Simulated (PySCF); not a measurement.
Mapped SMILES: `[SiH3:1][S:2][SiH2:3][Cl:4]`. Hydrogens are named by the atom that carries them.

Geometry: GFN2-xTB; GIAO shifts from PySCF 2.14, gas phase, non-relativistic, averaged over equivalent atoms.

At PBE0/pcSseg-1 (121 basis functions, 12 s wall time on 1 thread of an Arm Neoverse V1, shared host):
```tsv
atoms	δ (ppm)
Si3	-7.4
Si1	-59.7
H(Si3)	5.68
H(Si1)	4.72
```

Chemical shifts δ = σref − σ; ²⁹Si (349.16 ppm), ¹H (31.72 ppm) vs TMS, all at this level.

Problem. What do these become at PBE/IGLO-II?

Solution. 
```json
{"atoms": "Si3", "δ at PBE/IGLO-II": "-14.0", "change": "-6.6"}
{"atoms": "Si1", "δ at PBE/IGLO-II": "-65.5", "change": "-5.8"}
{"atoms": "H(Si3)", "δ at PBE/IGLO-II": "6.43", "change": "+0.75"}
{"atoms": "H(Si1)", "δ at PBE/IGLO-II": "5.25", "change": "+0.53"}
```

Shifts are taken against calculated references (same method and geometry level): ²⁹Si (σref 332.26), ¹H (σref 32.04) vs TMS.

The largest change is at Si3 (silicon bonded to Cl, S, 2 H). Cost: 170 basis functions, 19 s wall time on 1 thread of an Arm Neoverse V1, shared host.
